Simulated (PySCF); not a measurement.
C3H5F3Si2, SMILES C#C[SiH2][SiH2]C(F)(F)F, GFN2-xTB optimised geometry.

```
13

C     -3.09     1.35     2.61
C     -2.68     0.38     2.05
Si    -2.02    -1.10     1.16
Si     0.28    -1.20     1.47
C      1.07    -0.19     0.00
F      0.69    -0.68    -1.21
F      2.41    -0.19     0.00
F      0.69     1.10     0.00
H     -3.46     2.20     3.11
H     -2.41    -0.98    -0.25
H     -2.67    -2.28     1.75
H      0.87    -0.53     2.64
H      0.94    -2.50     1.32
```

Density from B3LYP/def2-TZVP run with PySCF at that geometry.

Minimum of the electron density along straight lines between bonded atoms, close to the bond critical point (lines longer than 1.1 times the sum of covalent radii, or with two minima, are not listed):

| bond | length / Å | ρ at the minimum / e bohr⁻³ | ∇²ρ there / e bohr⁻⁵ | position (fraction from the first atom) |
|---|---|---|---|---|
| C1–C2 | 1.203 | 0.427 | -1.33 | 0.53 |
| C2–Si3 | 1.850 | 0.115 | 0.29 | 0.61 |
| Si3–Si4 | 2.323 | 0.098 | -0.19 | 0.45 |
| Si4–C5 | 1.948 | 0.110 | 0.16 | 0.38 |
| C5–F6 | 1.354 | 0.274 | -0.46 | 0.34 |
| C5–F7 | 1.347 | 0.279 | -0.45 | 0.34 |
| C5–F8 | 1.352 | 0.275 | -0.47 | 0.34 |
| C1–H9 | 1.053 | 0.301 | -1.16 | 0.66 |
| Si3–H10 | 1.468 | 0.126 | 0.17 | 0.49 |
| Si3–H11 | 1.470 | 0.124 | 0.17 | 0.49 |
| Si4–H12 | 1.464 | 0.126 | 0.18 | 0.49 |
| Si4–H13 | 1.466 | 0.125 | 0.17 | 0.49 |
